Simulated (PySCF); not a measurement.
Vertical excitations of a molecule C₂H₈N₂Si₂ from TDDFT-LC-ωPBE/def2-SVPD (PySCF), as energy in eV (oscillator strength): 3.94 (0.000), 5.46 (0.007), 6.15 (0.014), 6.37 (0.005), 6.47 (0.044), 6.65 (0.040), 6.93 (0.018), 7.19 (0.006), 7.31 (0.089), 7.55 (0.044). Lowest triplet (TDA): 3.18 eV. Geometry optimised at PBE0-D3(BJ)/def2-SVP. One conformer was computed; it need not be the lowest.

Problem. Pick the molecule that these values belong to.
A. CC1=N[SiH2][Si@H]1N
B. N[Si@@]1([SiH3])C=NC1
C. N[SiH2]C#C[SiH2]N
D. N[Si@@H]1C=C[SiH2]N1

Solution. A, CC1=N[SiH2][Si@H]1N
